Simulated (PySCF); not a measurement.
C2H4ClFSi, SMILES C=C[Si@H](F)Cl.

Geometry optimised at B3LYP-D3(BJ)/def2-SVP. The structure was generated by enumeration; whether it is a known compound was not checked. One conformer was computed; it need not be the lowest.

Two levels are set side by side: TDA-PBE/def2-SVPD (PySCF) and TDA-B3LYP/def2-SVPD (PySCF). Vertical, same geometry. The lowest singlet is HOMO−1→LUMO 93 % with PBE and HOMO−1→LUMO 93 % with the other functional; states are paired by order. Differences are taken from unrounded values.

```
quantity                               TDA-B3LYP  TDA-PBE  TDA-PBE minus TDA-B3LYP
-------------------------------------  ---------  -------  -----------------------
lowest singlet excitation (eV)              6.33     5.63                    -0.69
lowest triplet excitation (TDA) (eV)        4.23     4.28                     0.05
first bright state (f over 0.05) (eV)       7.32     6.99                    -0.33
its oscillator strength                     0.16     0.21                     0.05
```

A lower first singlet is the usual sign of a functional without exact exchange. Differences between two approximate levels are no errors against the true value.

Rough cost on one machine, each run with all the roots and properties that it gave: TDA-B3LYP against TDA-PBE about 2 times.
